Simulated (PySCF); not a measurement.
Constitutional and geometric isomers with formula C3H5N. Isolated molecules, 0 K electronic values unless said otherwise. One relaxed conformer stands for each flexible species; it need not be the lowest. Strings in code marks are SMILES.

These are B3LYP-D3(BJ)/def2-TZVP // PBE0-D4/def2-TZVP run with PySCF values and carry that method's errors. All candidates: neutral, multiplicity 1. B3LYP has the VWN-RPA correlation part, as in Gaussian. Delta-SCF ions had no search for a lower state. 

```json
{
 "HOMO": "-6.88 eV",
 "HOMO–LUMO gap": "6.34 eV",
 "vertical ionisation energy (Delta-SCF)": "9.45 eV"
}
```

Question: Say which member has these values.
(A) `C=C=NC`
(B) `C1=CNC1`
(C) `N=C1CC1`
(D) `NC1C=C1`

Answer: C, `N=C1CC1`. The others give `C1=CNC1`: -5.98 eV, 6.39 eV, 8.52 eV; `C=C=NC`: -6.40 eV, 6.32 eV, 8.86 eV; `NC1C=C1`: -6.19 eV, 5.99 eV, 8.77 eV
